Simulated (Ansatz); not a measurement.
The same path of H$_{3}$NSSn (6 atoms, charge 0, multiplicity 1) was run twice with different band settings. The coordinate that changes most is the dihedral H4–N1–Sn2–S3.

Method: Ansatz 0.2.0, RHF/def2-SVP.

Relaxed end points:

```xyz
6
Properties=species:S:1:pos:R:3
N -0.916 0.214 -0.990
Sn 0.263 -1.211 -0.195
S 1.200 0.314 1.510
H -0.980 1.166 -0.680
H -1.525 0.047 -1.769
H 1.999 -0.594 2.078
```

```xyz
6
Properties=species:S:1:pos:R:3
N -0.914 0.214 -0.989
Sn 0.260 -1.216 -0.195
S 1.196 0.313 1.505
H -1.526 0.050 -1.766
H -0.973 1.166 -0.677
H 1.999 -0.590 2.076
```

Common settings: spring 5.0 eV/Å²; optimiser quadratic models (default); start path through a guess of the saddle point; force threshold 0.05 eV/Å; iteration limit 60; end points relaxed.

| run | movable images | climbing image |
| --- | --- | --- |
| 1 | 5 | yes |
| 2 | 6 | no |

(1) What does each run give, and how far can it be trusted?

Results:

(1) Run 1: converged after 15 iterations, highest image 0.504 eV above the first end. A vibrational analysis at the climbing image gives one clearly imaginary mode, 415i cm⁻¹: a first-order saddle point.
Run 2: converged after 16 iterations, highest image 0.481 eV above the first end. No image climbed, so the highest image needn't sit at the top of the path.
